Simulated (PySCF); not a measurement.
C$_{4}$H$_{13}$AlOSi, singlet, geometry from GFN2-xTB (such geometries of metal compounds can be far from the true shape), with bond 13-3 at 2.4 times its length; CASSCF(2,2)/STO-3G run with PySCF.

The PySCF input:
```python
from pyscf import gto, scf, mcscf
import numpy

mol = gto.Mole()
mol.atom = '''
    Si   -1.604691    0.078291    0.534153
    C    -2.193264    1.803086   -0.008249
    C    -2.490302   -1.276184   -0.463904
    O     0.002762   -0.039475    0.263695
    Al    1.647158   -0.146621   -0.091072
    C     2.272411    0.928083   -1.651444
    C     2.719092   -1.334806    1.098917
    H    -1.791135   -0.117877    1.980182
    H    -2.022750    1.968071   -1.068815
    H    -3.254702    1.931305    0.179776
    H    -1.665763    2.584086    0.531634
    H    -2.129236   -2.263257   -0.190477
    H    -2.106053   -0.985797   -3.027486
    H    -3.560914   -1.255309   -0.286227
    H     3.352104    0.875673   -1.803114
    H     2.009157    1.983843   -1.535358
    H     1.798740    0.596669   -2.580402
    H     2.637959   -1.024850    2.145040
    H     3.780588   -1.351288    0.844961
    H     2.359053   -2.367156    1.059169
'''
mol.basis = 'sto-3g'
mol.charge = 0
mol.spin = 0
mol.verbose = 4
mol.build()

mf = scf.RHF(mol)
mf.kernel()
mc = mcscf.CASSCF(mf, 2, 2)
mc.fix_spin_(ss=0.0)
mc.kernel()
occ = numpy.linalg.eigvalsh(mc.fcisolver.make_rdm1(mc.ci, mc.ncas, mc.nelecas))[::-1]
ss = mc.fcisolver.spin_square(mc.ci, mc.ncas, mc.nelecas)[0]
print('natural occupations', occ.round(4), ' <S^2>', round(ss, 4))
```

What the program printed (banner, timings and long lists left out):

```
PySCF version 2.14.0

[INPUT] verbose = 4
[INPUT] num. atoms = 20
[INPUT] num. electrons = 72
[INPUT] charge = 0
[INPUT] spin (= nelec alpha-beta = 2S) = 0
[INPUT] symmetry False subgroup None
[INPUT] Mole.unit = angstrom
[INPUT] Symbol           X                Y                Z      unit          X                Y                Z       unit  Magmom
[INPUT]  1 Si    -1.604691000000   0.078291000000   0.534153000000 AA   -3.032426504554   0.147948548018   1.009402878615 Bohr   0.0
[INPUT]  2 C     -2.193264000000   1.803086000000  -0.008249000000 AA   -4.144668278868   3.407338719038  -0.015588350802 Bohr   0.0
[INPUT]  3 C     -2.490302000000  -1.276184000000  -0.463904000000 AA   -4.705988747457  -2.411638244552  -0.876651508090 Bohr   0.0
[INPUT]  4 O      0.002762000000  -0.039475000000   0.263695000000 AA    0.005219423556  -0.074596938767   0.498311330417 Bohr   0.0
[INPUT]  5 Al     1.647158000000  -0.146621000000  -0.091072000000 AA    3.112677503886  -0.277073534110  -0.172101137616 Bohr   0.0
[INPUT]  6 C      2.272411000000   0.928083000000  -1.651444000000 AA    4.294234432449   1.753822690865  -3.120776870056 Bohr   0.0
[INPUT]  7 C      2.719092000000  -1.334806000000   1.098917000000 AA    5.138339187496  -2.522417769426   2.076652163629 Bohr   0.0
[INPUT]  8 H     -1.791135000000  -0.117877000000   1.980182000000 AA   -3.384754602123  -0.222755246385   3.742001656793 Bohr   0.0
[INPUT]  9 H     -2.022750000000   1.968071000000  -1.068815000000 AA   -3.822443518464   3.719115183699  -2.019767627827 Bohr   0.0
[INPUT] 10 H     -3.254702000000   1.931305000000   0.179776000000 AA   -6.150495397074   3.649637513003   0.339727403770 Bohr   0.0
[INPUT] 11 H     -1.665763000000   2.584086000000   0.531634000000 AA   -3.147835858434   4.883214822323   1.004642658507 Bohr   0.0
[INPUT] 12 H     -2.129236000000  -2.263257000000  -0.190477000000 AA   -4.023672894564  -4.276935879505  -0.359949363029 Bohr   0.0
[INPUT] 13 H     -2.106053000000  -0.985797000000  -3.027486000000 AA   -3.979863373819  -1.862886344418  -5.721119385955 Bohr   0.0
[INPUT] 14 H     -3.560914000000  -1.255309000000  -0.286227000000 AA   -6.729152213129  -2.372190211702  -0.540890639456 Bohr   0.0
[INPUT] 15 H      3.352104000000   0.875673000000  -1.803114000000 AA    6.334558501059   1.654782144676  -3.407391631369 Bohr   0.0
[INPUT] 16 H      2.009157000000   1.983843000000  -1.535358000000 AA    3.796756471253   3.748919944136  -2.901406123160 Bohr   0.0
[INPUT] 17 H      1.798740000000   0.596669000000  -2.580402000000 AA    3.399125969300   1.127540997018  -4.876253071280 Bohr   0.0
[INPUT] 18 H      2.637959000000  -1.024850000000   2.145040000000 AA    4.985020037832  -1.936685818761   4.053538126237 Bohr   0.0
[INPUT] 19 H      3.780588000000  -1.351288000000   0.844961000000 AA    7.144275909817  -2.553564235411   1.596744875939 Bohr   0.0
[INPUT] 20 H      2.359053000000  -2.367156000000   1.059169000000 AA    4.457964083334  -4.473276534121   2.001539329629 Bohr   0.0

nuclear repulsion = 427.935932390366
number of shells = 38
number of NR pGTOs = 168
number of NR cGTOs = 56
basis = sto-3g
ecp = {}

******** <class 'pyscf.scf.hf.RHF'> ********
method = RHF
initial guess = minao
damping factor = 0
level_shift factor = 0
DIIS = <class 'pyscf.scf.diis.CDIIS'>
diis_start_cycle = 1
diis_space = 8
diis_damp = 0
SCF conv_tol = 1e-09
SCF conv_tol_grad = None
SCF max_cycles = 50
direct_scf = True
direct_scf_tol = 1e-13
Set gradient conv threshold to 3.16228e-05
Initial guess from minao.
init E= -755.35282645157
  HOMO = -0.21301652467448  LUMO = -0.112669891197412  gap/eV = 2.73057
cycle= 1 E= -755.294820099107  delta_E= 0.058  |g|= 0.593  |ddm|= 4.99
  HOMO = -0.0835675864056808  LUMO = 0.111455894812084  gap/eV = 5.30686
cycle= 2 E= -755.414214107115  delta_E= -0.119  |g|= 0.284  |ddm|= 1.29
  HOMO = -0.183180726080869  LUMO = 0.113905300235077  gap/eV = 8.08412
cycle= 3 E= -755.439384572747  delta_E= -0.0252  |g|= 0.0892  |ddm|= 0.506
  HOMO = -0.188625923604025  LUMO = 0.103878298432812  gap/eV = 7.95945
cycle= 4 E= -755.442075780825  delta_E= -0.00269  |g|= 0.0501  |ddm|= 0.214
  HOMO = -0.190293322377952  LUMO = 0.105891927011583  gap/eV = 8.05961
cycle= 5 E= -755.443247757102  delta_E= -0.00117  |g|= 0.00546  |ddm|= 0.0914
  HOMO = -0.190116460342867  LUMO = 0.106408290990063  gap/eV = 8.06885
cycle= 6 E= -755.443269126495  delta_E= -2.14e-05  |g|= 0.00177  |ddm|= 0.0123
  HOMO = -0.190020648866668  LUMO = 0.10658398968729  gap/eV = 8.07102
cycle= 7 E= -755.443273462515  delta_E= -4.34e-06  |g|= 0.000576  |ddm|= 0.00657
  HOMO = -0.190099611477408  LUMO = 0.106544749732097  gap/eV = 8.07210
cycle= 8 E= -755.443274091532  delta_E= -6.29e-07  |g|= 0.000192  |ddm|= 0.0026
  HOMO = -0.190114368492711  LUMO = 0.106555244140618  gap/eV = 8.07279
cycle= 9 E= -755.443274165972  delta_E= -7.44e-08  |g|= 3.51e-05  |ddm|= 0.00105
  HOMO = -0.190117239580333  LUMO = 0.10655323111026  gap/eV = 8.07281
cycle= 10 E= -755.443274167746  delta_E= -1.77e-09  |g|= 7.07e-06  |ddm|= 0.00015
  HOMO = -0.190117979897083  LUMO = 0.106552941255747  gap/eV = 8.07283
cycle= 11 E= -755.443274167796  delta_E= -5.07e-11  |g|= 1.58e-06  |ddm|= 2.34e-05
  HOMO = -0.190118221604518  LUMO = 0.106552805356885  gap/eV = 8.07283
Extra cycle  E= -755.443274167798  delta_E= -2.05e-12  |g|= 7.32e-07  |ddm|= 3.59e-06
converged SCF energy = -755.443274167798

******** <class 'pyscf.mcscf.mc1step.CASSCF'> ********
CAS (1e+1e, 2o), ncore = 35, nvir = 19
max_cycle_macro = 50
max_cycle_micro = 4
conv_tol = 1e-07
conv_tol_grad = None
orbital rotation max_stepsize = 0.02
orbital rotation threshold for CI restart = 0.01
augmented hessian ah_max_cycle = 30
augmented hessian ah_conv_tol = 1e-12
augmented hessian ah_linear dependence = 1e-14
augmented hessian ah_level shift = 1e-08
augmented hessian ah_start_tol = 2.5
augmented hessian ah_start_cycle = 3
augmented hessian ah_grad_trust_region = 3
kf_trust_region = 3
kf_interval = 4
ci_response_space = 4
ci_grad_trust_region = 3
with_dep4 0
natorb = False
canonicalization = True
sorting_mo_energy = False
ao2mo_level = 2
internal_rotation = False
******** <class 'pyscf.fci.addons.SpinPenaltyFCISolver'> ********
max. cycles = 50
conv_tol = 1e-08
davidson only = True
linear dependence = 1e-12
level shift = 0.001
max iter space = 12
nroots = 1
pspace_size = 400
spin = None
CASCI E = -755.610543168939  S^2 = 0.0000000
Set conv_tol_grad to 0.000316228
macro iter   1 ( 13 JK    4 micro), CASSCF E = -755.622746591637  dE = -1.22034227e-02  S^2 = 0.0000000
               |grad[o]|=0.0806  |grad[c]|=0.0133  |ddm|=0.0152  |maxRot[o]|=0.106
macro iter   2 (  6 JK    2 micro), CASSCF E = -755.622764994462  dE = -1.84028248e-05  S^2 = 0.0000000
               |grad[o]|=0.00324  |grad[c]|=2.15e-05  |ddm|=0.000164  |maxRot[o]|=0.00469
macro iter   3 (  1 JK    1 micro), CASSCF E = -755.622764994462  dE =  0.00000000e+00  S^2 = 0.0000000
               |grad[o]|=1.87e-05  |grad[c]|=3.85e-07  |ddm|=4.97e-16  |maxRot[o]|=    0
1-step CASSCF converged in   3 macro ( 20 JK   7 micro) steps
CASSCF canonicalization
Density matrix diagonal elements [1.30500856 0.69499144]
CASSCF energy = -755.622764994462
CASCI E = -755.622764994462  E(CI) = -1.06941928155561  S^2 = 0.0000000
natural occupations [1.3062 0.6938]  <S^2> 0.0
```
